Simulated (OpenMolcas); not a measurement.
Cr2+, Mo2+, W2+: d4 down the group

```json
{
  "Program": "OpenMolcas",
  "Method": "MS-CASPT2, IPEA 0.25 Eh, imaginary shift 0.1 Eh",
  "Basis": "ANO-R2",
  "Scalar Hamiltonian": "X2C, finite nucleus",
  "Spin-orbit coupling": "RASSI with atomic mean-field integrals over the reference wave functions, term energies averaged over their components"
}
```

Active space for each ion: 4 electrons in 10 orbitals (d d); closed shells correlated by CASPT2: Cr2+ 3s 3p; Mo2+ 4s 4p; W2+ 5s 5p.

Computed levels in cm-1 above 5D0:

```json
{"Level": "5D1", "Cr2+": "67.4", "Mo2+": "241", "W2+": "2520"}
{"Level": "5D2", "Cr2+": "200", "Mo2+": "670", "W2+": "4910"}
{"Level": "5D3", "Cr2+": "392", "Mo2+": "1232", "W2+": "6870"}
{"Level": "5D4", "Cr2+": "641", "Mo2+": "1892", "W2+": "8410"}
{"Level": "3P0(1)", "Cr2+": "17460", "Mo2+": "11670", "W2+": "11450"}
{"Level": "3P1(1)", "Cr2+": "17860", "Mo2+": "12910", "W2+": "15170"}
{"Level": "3H4", "Cr2+": "18460", "Mo2+": "13520", "W2+": "15010"}
{"Level": "3P2(1)", "Cr2+": "18570", "Mo2+": "14780", "W2+": "19700"}
{"Level": "3H5", "Cr2+": "18610", "Mo2+": "14110", "W2+": "18300"}
{"Level": "weight of 5D in the lowest level (%)", "Cr2+": "100", "Mo2+": "98", "W2+": "66"}
```

Mixed levels, with the weight of the term that names them: W2+ 5D0 (66 %), W2+ 3P0(1) (58 %), W2+ 3H4 (58 %).

Measured, with the error of the calculation in %. Measured levels: Cr2+ from Sugar and Corliss, J. Phys. Chem. Ref. Data 6, 317 (1977); Mo2+ from Sugar and Musgrove, J. Phys. Chem. Ref. Data 17, 155 (1988); W2+ from NIST levels as listed in McCann et al., Mon. Not. R. Astron. Soc. 538, 537 (2025).

```tsv
Level	Cr2+	Mo2+	W2+
5D1	62.2 (+8.3)	242 (-0.4)	2256 (+11.5)
5D2	183 (+9.0)	668 (+0.2)	4461 (+10.1)
5D3	357 (+10.1)	1224 (+0.6)	6278 (+9.5)
5D4	576 (+11.2)	1872 (+1.1)	7687 (+9.4)
3P0(1)	16771 (+4.1)	11149 (+4.7)	9904 (+15.6)
3P1(1)	17169 (+4.0)	12510 (+3.2)	12881 (+17.8)
3H4	17274 (+6.8)	12680 (+6.6)	13701 (+9.5)
3P2(1)	17851 (+4.1)	14358 (+2.9)	
3H5	17397 (+7.0)	13276 (+6.3)
```

The fine-structure level 5D4 changes by a factor of 13.1 from Cr2+ to W2+.

Without spin-orbit coupling 3P(1) lies 17820, 12540, 9400 cm-1 above 5D in that order; the difference to the level 3P0(1), of either sign, comes from spin-orbit coupling, which also lowers the zero.

CASPT2 breaks the degeneracy within a term, and the mean is taken; among the terms shown or strongly mixed into the levels shown the widest spread is 300 cm-1 (5d4 1G(1), W2+). Over all roots computed the reference weight is 0.88 to 0.95 in W2+; the roots of lowest weight are the least certain, and an intruder state may touch them. Active for correlation alone: 4d; no level in the range computed is led by a configuration that fills it, so any true level of that kind is missing (holds for Cr2+). Active for correlation alone: 5d; no level in the range computed is led by a configuration that fills it, so any true level of that kind is missing (holds for Mo2+). Active for correlation alone: 6d; no level in the range computed is led by a configuration that fills it, so any true level of that kind is missing (holds for W2+). The CASPT2 spread within a term exceeds the gap to the next term for 5d4 3H and 5d4 3F(1), so the order of their levels is uncertain, and so are names and mixing where such terms share a J (holds for W2+). Some terms miss by over 15 % even with CASPT2, which points to a basis or an active space too small for the shells correlated (holds for W2+). Measured partners are found by configuration, term and J. A level has none where our copy of the source lacks it or the pairing is in doubt (some pairs that miss far off the trend of their configuration count as doubtful), and it then counts in no deviation. Levels of configurations outside the active space are missing.

A number in round brackets counts repeated terms of one configuration in the order of the reference energies.
